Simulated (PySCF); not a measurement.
**How strongly C binds etchant and ambient atoms**

PBE0 in PySCF with def2-TZVPPD on every atom, for the lowest determinant that a PBE0 search found; no spin–orbit coupling. D0 is De less the harmonic zero-point energy.

```csv
X,state of CX,D0(CX) (eV),D0(X₂) (eV)
H,doublet (π ↑),3.42,4.26
F,doublet (π ↑),5.75,1.44
Cl,doublet (π ↑),4.34,2.55
Br,doublet (π ↑),3.69,2.25
O,singlet (closed shell),10.93,5.28
N,doublet (σ ↑),7.61,9.62
```

Task: Give the energy of C + X₂ → CX + X at 0 K for each X.

Result: H: 4.26 − 3.42 = +0.84 eV; F: 1.44 − 5.75 = -4.31 eV; Cl: 2.55 − 4.34 = -1.79 eV; Br: 2.25 − 3.69 = -1.44 eV; O: 5.28 − 10.93 = -5.65 eV; N: 9.62 − 7.61 = +2.01 eV (PBE0/def2-TZVPPD; negative means exothermic).

Task: Does an atom of O displace F from CF?

Result: CF + O → CO + F has ΔE = 5.75 − 10.93 = -5.18 eV at PBE0/def2-TZVPPD, so it is downhill.

Gas-phase diatomics only hint at surface chemistry, where an atom holds several bonds.

Spin–orbit coupling is left out. States were picked by a PBE0 search and need not be the measured ground states.
